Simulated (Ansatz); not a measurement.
Reaction (ligand exchange at the Si–Cl bond): `[F][GeH2][SiH2]Cl` + H₂S → `[F][GeH2][SiH2]S` + HCl

Isolated molecules relaxed with PBE0-D4/def2-TZVP in Ansatz; ΔE leaves out vibrations. CBS: MP2 limit from def2 TZ/QZ plus the TZ coupled-cluster correction, frozen cores. This one scheme is used for every species. DFT in def2-TZVPP. B3LYP here is the variant with VWN-RPA as its local correlation; programs differ in this. For Ge outer-core shells are correlated without core-valence functions, which leaves a few kJ/mol of doubt a bond. Scalar relativity is left out up to krypton. One conformer a species, not always the lowest.

`[F][GeH2][SiH2]Cl`:

Cartesian coordinates in Å:
```
F -0.229 -0.235 2.301
Ge -0.127 -0.954 0.711
Si -0.001 0.858 -0.841
Cl 1.827 1.779 -0.659
H 1.128 -1.841 0.730
H -1.402 -1.804 0.556
H -0.131 0.344 -2.227
H -1.066 1.853 -0.571
```

H₂S:

Cartesian coordinates in Å:
```
S 0.250 -0.351 0.445
H -1.010 -0.069 0.081
H 0.760 0.420 -0.526
```

`[F][GeH2][SiH2]S`:

```xyz
9

F    -0.252    1.874    1.592
Ge   -0.778    0.274    1.123
Si    0.849   -0.569   -0.410
S     0.885    0.569   -2.218
H    -0.897   -0.521    2.436
H    -2.169    0.467    0.488
H     0.560   -2.008   -0.661
H     2.208   -0.431    0.167
H    -0.406    0.345   -2.517
```

HCl:

Cartesian coordinates in Å:
```
Cl -0.222 -0.507 -0.321
H 0.222 0.507 0.321
```

Is it downhill or uphill in electronic energy at CCSD(T)/CBS, and by how much? (Estimate.)

Computed: Uphill: ΔE = +8.1 kcal/mol.

What do these levels give: PBE-D4, r2SCAN-D4, B3LYP-D4, ωB97M-V, PBE, r2SCAN, B3LYP, HF/def2-TZVPP, CCSD(T)/def2-TZVPP, HF/def2-QZVPP, SCS-MP2/def2-QZVPP, HF/CBS(def2)? (Best estimate.)

Ansatz gave: PBE-D4 6.9, r2SCAN-D4 7.9, B3LYP-D4 8.3, ωB97M-V 8.6, PBE 7.3, r2SCAN 8.0, B3LYP 9.0, HF/def2-TZVPP 10.8, CCSD(T)/def2-TZVPP 7.9, HF/def2-QZVPP 11.0, SCS-MP2/def2-QZVPP 8.7, HF/CBS(def2) 11.0 kcal/mol.

Largest T1 diagnostic among the species: 0.012.

In def2-TZVPP, CCSD(T) changes the Hartree–Fock value by −2.9 kcal/mol (the triples alone add −0.5 kcal/mol) and MP2 by −2.8 kcal/mol.
